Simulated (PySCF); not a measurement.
Z-matrix (Å, degrees):
```
C
O 1 1.3742
H 2 0.9628 1 109.59
H 1 1.0857 2 116.63 3 26.39
C 1 1.4796 4 121.30 2 -148.01
H 5 1.0906 1 110.29 4 -37.50
H 5 1.0936 6 108.40 1 121.60
H 5 1.1006 6 107.79 7 115.40
```
Charge 0, spin multiplicity 2.

Problem. What is the computed dipole moment, total energy and highest occupied spin orbital (PySCF with PBE-D3(BJ)/def2-TZVP // B3LYP-D3(BJ)/def2-TZVP)?

Solution. 
The dipole moment comes out as 1.29 D. The total energy is -4197.54 eV and the highest occupied spin orbital is -3.39 eV.
